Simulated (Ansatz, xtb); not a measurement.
# Two structures of H4NO3V

We compare a, a singlet given by its coordinates, with b, a singlet given by its coordinates. Both are isolated molecules in the gas phase, relaxed with PBE0-D4/def2-SVP.

a (Å):

```tsv
atom	x (Å)	y (Å)	z (Å)
N	-0.6079	-0.3795	-1.2041
O	1.6985	0.9289	-0.7215
O	1.1705	-1.0372	1.0505
O	-0.2756	1.4747	1.0469
V	0.5343	0.2673	0.0446
H	-1.3609	-1.0361	-1.0145
H	-0.4723	-0.2541	-2.2029
H	0.6183	-1.4294	1.7371
H	-1.2165	1.4193	1.2467
```

Close contacts (Å): N1–V5 1.81, O2–V5 1.54, O3–V5 1.77, O4–V5 1.77, N1–H6 1.02, N1–H7 1.02, O3–H8 0.96, O4–H9 0.96, V5–H6 2.53, V5–H7 2.52, V5–H8 2.40, V5–H9 2.42.

b (Å):

```xyz
9

N    -0.6054   -0.4821   -1.2860
O     1.5011    0.8451   -0.3172
O     0.6264   -1.1912    1.2776
O    -0.8199    1.2641    1.0585
V     0.2266    0.1404    0.1980
H    -1.4826   -0.9940   -1.2332
H    -0.2788   -0.3748   -2.2402
H     1.5401   -1.4595    1.4260
H    -0.6188    2.2058    1.0993
```

Close contacts (Å): N1–V5 1.81, O2–V5 1.54, O3–V5 1.76, O4–V5 1.76, N1–H6 1.02, N1–H7 1.01, O3–H8 0.96, O4–H9 0.96, V5–H6 2.50, V5–H7 2.54, V5–H8 2.41, V5–H9 2.41.

Energies in hartree; the thermal terms are from PBE0-D4/def2-SVP harmonic frequencies (ideal gas, rigid rotor, one conformer each, 298.15 K, 1 atm) and include the zero-point energy:

```
                               a            b
E, CCSD(T)/def2-SVP  −1225.117944  −1225.128746
    E, MP2/def2-SVP  −1225.119360  −1225.129967
  E, MP2/def2-TZVPP  −1225.979206  −1225.988310
  zero-point energy      0.055791      0.056275
       H(298 K) − E      0.064356      0.064645
       G(298 K) − E      0.024912      0.025742
```

Question: Correct the CCSD(T) difference for the basis set by the MP2 change, then work out ΔE, ΔE₀, ΔH and ΔG for a → b in kJ/mol (1 Eh = 2625.50 kJ/mol) and the equilibrium ratio [b]/[a].

Answer: 1. Differences b − a: CCSD(T) −0.010802, MP2 in the small set −0.010607, MP2 in the large set −0.009104 Eh.
2. ΔE = −0.010802 + (−0.009104 − (−0.010607)) = −0.009299 Eh = −24.41 kJ/mol.
3. ΔE₀ = ΔE + ΔZPE = −0.009299 + (+0.000484) Eh = −23.14 kJ/mol.
4. ΔH = ΔE + (+0.000289) Eh = −23.66 kJ/mol.
5. ΔG = ΔE + (+0.000830) Eh = −22.24 kJ/mol, so ΔS = (ΔH − ΔG)/T = −4.8 J/(mol K).
6. kT = 0.9442 mEh, so K = [b]/[a] = exp(−ΔG/kT) = exp(+8.97) ≈ 7.9 × 10^3.

Structure b is favoured at this temperature. An error of 4 kJ/mol in ΔG would change K by a factor of 5. Large T1 diagnostics make the coupled-cluster value less sure. Mirror images and further conformers aren't counted.

Other levels gave ΔE = −27.8 (PBE0-D4/def2-SVP); −28.6 (HF/def2-SVP); −27.8 (MP2/def2-SVP); −28.4 (CCSD(T)/def2-SVP) kJ/mol. The correlated steps freeze 9 core orbitals. Programs: Ansatz 0.2.0.
